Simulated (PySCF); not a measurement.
Isomers C₈H₁₄N₂:

A. `InChI=1S/C8H14N2/c1-4-7-9-10-8(5-2)6-3/h5,7H,2,4,6H2,1,3H3/b9-7+,10-8+`
B. SMILES C=CC1=NN(C(C)C)CC1
C. `CC(C)(C)/N=C/C#CCN`

Spectrum 1. $^{1}$H NMR (300 MHz, computed): δ 8.00 (s, 1H), 3.74 (s, 2H), 1.22 (s, 9H), 0.96 (br s, 2H). $^{13}$C{$^{1}$H} NMR (computed): δ 147.2 (CH), 104.9 (C), 90.0 (C), 57.0 (C), 36.5 (CH2), 32.4 (CH3).

Spectrum 2. $^{1}$H NMR (300 MHz, computed): δ 6.99 (m, 1H), 5.29 (m, 1H), 5.00 (m, 1H), 3.55 (m, 2H), 3.12 (sept, 1H), 2.89 (m, 2H), 1.24 (d, 6H). $^{13}$C{$^{1}$H} NMR (computed): δ 146.7 (C), 139.6 (CH), 115.6 (CH2), 54.0 (CH), 51.7 (CH2), 32.6 (CH2), 21.2 (CH3).

Spectrum 3. $^{1}$H NMR (300 MHz, computed): δ 6.39 (m, 1H), 6.36 (t, 1H), 5.68 (m, 1H), 5.67 (m, 1H), 2.48 (q, 2H), 2.34 (m, 2H), 1.22 (t, 3H), 1.18 (t, 3H). $^{13}$C{$^{1}$H} NMR (computed): δ 139.1 (C), 132.2 (CH), 130.8 (CH), 124.4 (CH2), 33.3 (CH2), 31.0 (CH2), 17.2 (CH3), 14.7 (CH3).

Isolated molecule, fast rotation and ring inversion assumed for equivalent nuclei, single conformer, non-relativistic. Structure optimised with GFN2-xTB; GIAO PBE0/pcSseg-1 shieldings; PySCF.

Shifts are taken against calculated references (same method and geometry level): TMS for $^{1}$H (31.72 ppm) and $^{13}$C (186.93 ppm). Where no couplings were computed, multiplicities follow the n + 1 count of equivalent neighbours, and m marks all less simple cases (inequivalent or close neighbours, rings, F or P nearby). Shifts are as computed. Against solution values, carbons near 30 ppm lie about +3 ppm off and those near 130 ppm about +5 ppm. Of 1211 compounds with measured shifts, 218 miss one by over three times the rms of a fit or turn the order of signals round; such compounds aren't used in these exercises. OH and NH positions are gas-phase values without hydrogen bonding to other molecules.

**Question.** Which spectrum belongs to which compound?

**Answer.** 1–C, 2–B, 3–A.

- Spectrum 1 (C): 6 $^{13}$C signals; δC 104.9 is an alkyne carbon; δC 90.0 is an alkyne carbon.
- Spectrum 2 (B): 7 $^{13}$C signals; δC 139.6 is an alkene CH; δC 115.6 is a terminal =CH2 carbon.
- Spectrum 3 (A): 8 $^{13}$C signals; δC 132.2 is an alkene CH; δC 124.4 is a terminal =CH2 carbon.
